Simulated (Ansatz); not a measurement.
A nudged elastic band was laid between two geometries of CH₅B₂F (9 atoms, charge 0, multiplicity 1).

Theory: RKS PBE0/def2-SVP (Ansatz).

* movable images: 7
* climbing image: yes
* spring: 5.0 eV/Å²
* optimiser: quadratic models (default)
* start path: through a guess of the saddle point
* force threshold: 0.05 eV/Å
* iteration limit: 60
* end points: relaxed

Initial state:

```xyz
9
Properties=species:S:1:pos:R:3
C -0.140 1.282 -0.113
B 0.463 -0.145 -0.308
B -0.084 -1.552 0.460
F -1.071 -2.303 -0.022
H -0.790 1.392 -1.007
H -0.783 1.433 0.765
H 0.596 2.097 -0.190
H 1.396 -0.250 -1.084
H 0.414 -1.953 1.500
```

Final state:

```xyz
9
Properties=species:S:1:pos:R:3
C -0.147 1.283 -0.113
B 0.466 -0.145 -0.287
B -0.116 -1.565 0.428
F 0.370 -2.045 1.569
H -0.731 1.447 -1.043
H -0.832 1.430 0.734
H 0.618 2.077 -0.120
H 1.377 -0.251 -1.088
H -1.006 -2.231 -0.079
```

Which bonds break or form, and what moves?

No bond is made or broken. The dihedral C1–B2–B3–H9 goes from -94 to 86°.

Give the energies along the band, and the barrier.

The run converged. The highest image is number 4 of 0 to 8, 20.9 kJ/mol above the first end and 20.5 kJ/mol above the last; the last end lies 0.3 kJ/mol above the first. A vibrational analysis at the climbing image gives one clearly imaginary mode, 133i cm⁻¹: a first-order saddle point.

```tsv
image	path coordinate (Å)	energy (kJ/mol)	dihedral C1–B2–B3–H9 (°)
0	0.00	0.0	-94
1	0.55	2.4	-76
2	1.09	9.6	-53
3	1.63	17.5	-29
4	2.17	20.9	-6
5	2.70	17.8	17
6	3.24	10.5	40
7	3.77	3.3	63
8	4.31	0.3	86
```

What is the geometry of the highest image?


```xyz
9
Properties=species:S:1:pos:R:3
C -0.019 1.297 -0.047
B 0.410 -0.148 -0.423
B -0.169 -1.543 0.448
F 0.127 -2.763 0.019
H -0.919 1.432 -0.692
H -0.366 1.446 0.986
H 0.674 2.097 -0.347
H 1.110 -0.310 -1.403
H -0.849 -1.508 1.459
```

What are the harmonic wavenumbers there?

133i, 144, 205, 377, 457, 641, 745, 902, 934, 1028, 1103, 1155, 1288, 1369, 1387, 1444, 2564, 2582, 2983, 3107, 3171 cm⁻¹.

The band took 14 iterations and about 4 core-minutes.

Time of the run: 3.9 min on 1 thread of Arm Neoverse V2 (shared host), peak memory 0.15 GiB.
